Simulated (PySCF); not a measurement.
## Dipole moment and polarisability of `Cl[SiH2][SiH]1CC=CC1`

Compound: C₄H₉ClSi₂.
Geometry (GFN2-xTB, Å), atoms numbered from 1 in this order:
```
atom  x, y, z in Å
Cl1    3.333    1.985   -0.658
Si2    2.495    0.145   -0.515
Si3    0.523    0.294    0.688
C4    -0.873    1.256   -0.207
C5    -1.949    0.234   -0.417
C6    -1.759   -0.999    0.019
C7    -0.473   -1.341    0.708
H8     3.515   -0.700    0.110
H9     2.361   -0.330   -1.896
H10    0.669    0.799    2.069
H11   -1.266    2.092    0.375
H12   -0.566    1.676   -1.168
H13   -2.855    0.539   -0.920
H14   -2.500   -1.776   -0.101
H15    0.019   -2.165    0.187
H16   -0.681   -1.701    1.716
```

Level: PBE0/def2-SVPD (PySCF), static field, nuclei fixed, core orbitals frozen in the response. The polarisability tensor in these axes (au):

```
x   128.20   8.95  -2.21
y     8.95 113.47  -6.23
z    -2.21  -6.23  93.20
```

What are the eigenvalues, a third of the trace, and Δα (Δα² = ½Σ(αi − αj)² over the three pairs)?

Principal values 91.43, 110.45 and 132.98 au; mean 111.62 au = 16.54 Å³ = 18.40 × 10⁻⁴⁰ C²·m²/J; Δα = 36.02 au (32 % of the mean).

What is the dipole moment, and where does it point?

(-1.33, -1.23, 0.21) D, 1.82 D in size, pointing from the negative to the positive side. Measured along this direction, the outermost atoms are Cl1 at the negative end and H14 at the positive end.

Find the Langevin capture rate constant for NO+ (29.998 u) meeting this molecule (147.993 u), k = 2.342 × 10⁻⁹ cm³/s × √(α in Å³ / reduced mass in u).

The reduced mass is 24.94 u, so k = 1.91 × 10⁻⁹ cm³/s. The formula leaves out the permanent dipole, which adds to the capture rate.

What are the principal values of the traceless quadrupole moment, Θ = ½Σq(3rr − r²1), about the centre of nuclear charge?

-5.01, 0.04, 4.97 D·Å. The values depend on the origin, since the dipole doesn't vanish. The electronic extent ⟨r²⟩ about the same centre is 1716 bohr², a root-mean-square distance of 2.48 Å for the 78 electrons.

Molar refractivity from α?

Lorentz–Lorenz: R = (4π/3)N_A α = 2.5225 cm³/(mol·Å³) × 16.54 Å³ = 41.7 cm³/mol, in the limit of long wavelengths.

What would n − 1 = 2πNα be for an ideal gas of these molecules at 298.15 K and 1 atm, electronic part alone?

N = p/kT = 2.4615 × 10¹⁹ cm⁻³, so n − 1 = 2π × N × 16.54 × 10⁻²⁴ cm³ = 2558 × 10⁻⁶ at long wavelengths, for an ideal gas.

The structure is a single GFN2-xTB conformer in the gas phase; no vibrational or solvent corrections.

These values come from a run that also computed excited states. On an Arm Neoverse N1 with one thread, on a shared host, this took 93 s of wall time (with the writing of density and orbital grids) and 0.91 GiB of memory at its peak.
